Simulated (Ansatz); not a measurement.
Input for Ansatz (a program for electronic structure): R-wB97M-V/def2-TZVPPD on GeH4 (SMILES [GeH4]). Files ending in .json are basis or fitting sets from the Basis Set Exchange.

Ansatz 0.2 input:
```yaml
crystal:
  periodic: [false, false, false]
  atoms:
    - {symbol: Ge, position_ang: [-0.00003256, 0.13432416, 0.16204605]}
    - {symbol: H, position_ang: [-1.52394075, 0.28526054, 0.22581372]}
    - {symbol: H, position_ang: [0.41839493, -1.23619423, 0.71575661]}
    - {symbol: H, position_ang: [0.68099087, 1.24488269, 0.97313318]}
    - {symbol: H, position_ang: [0.45958978, 0.23235918, -1.30488836]}
basis:
  gaussian:
    orbitals: def2-TZVPPD.json
hamiltonian:
  xc: {name: wB97M-V}
scf: {lower_state_search: off}
```

It printed:

```
Functional definition: wB97M-V
[...]
these checks for a lower state are left out or cut short: stability, starts, cluster_reference, orbital_swaps, neighbouring_geometries, increment
integrals: 0.05 GiB planned
650 factors; their error is unknown
integrals: 0.08 GiB planned
179 factors; integrals over basis functions are off by at most 1.1e-5 eV
mean field: 0.49 GiB planned
mean field evaluation 1: about -56578.9648 eV, gradient 1.5e1 eV
mean field evaluation 2: about -56579.0672 eV, gradient 1.4e1 eV
mean field evaluation 4: about -56579.1864 eV, gradient 8.3e-2 eV
mean field evaluation 8: about -56579.3229 eV, gradient 9.6e-4 eV
mean field -56579.32289061 eV, -2079.2517653873 hartree, gradient 2.8e-6 eV, S^2 0.000000; 0 other end points of the search recorded, 0 dependent functions left out
reference -56579.32292895 eV, -2079.2517667963 hartree; 18, 18 occupied and 104, 104 virtual orbitals, 650 factors
Total energy: -56579.32292895 eV, -2079.2517667963 hartree
Checks for a lower state left out: stability, starts, cluster_reference, orbital_swaps, neighbouring_geometries, increment
```

The run converged.

Cost: roughly 3 core-seconds.
